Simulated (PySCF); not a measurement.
## How methods differ on the excitation energy of Tl⁺

Tl⁺ [Xe] 4f14 5d10 6s2 (1S) → Tl⁺ [Xe] 4f14 5d10 6s1 6p1 (3P), as a difference of total energies. Computed with PySCF 2.14 in x2c-QZVPPall, with the spin-free X2C one-electron Hamiltonian (Gaussian nucleus). Correlated levels: valence: [Xe] 4f14 5d10 frozen; valence and next inner shell: [Kr] 4d10 4f14 frozen. The calculations carry no spin-orbit coupling.

```csv
method,excitation energy (eV),error (eV)
UHF,5.633,-1.465
LDA,7.680,+0.582
PBE,7.428,+0.330
PBE0,7.078,-0.020
r2SCAN,7.153,+0.055
MP2 (valence),6.148,-0.950
SCS-MP2 (valence),6.301,-0.797
MP2 (valence and next inner shell),7.445,+0.347
SCS-MP2 (valence and next inner shell),7.436,+0.338
```

Reference: 7.098 eV (measured; NIST levels, between the centres of gravity of the two terms).

The basis was made for the ground configuration and has no added diffuse functions, so the excitation energy can come out too high.
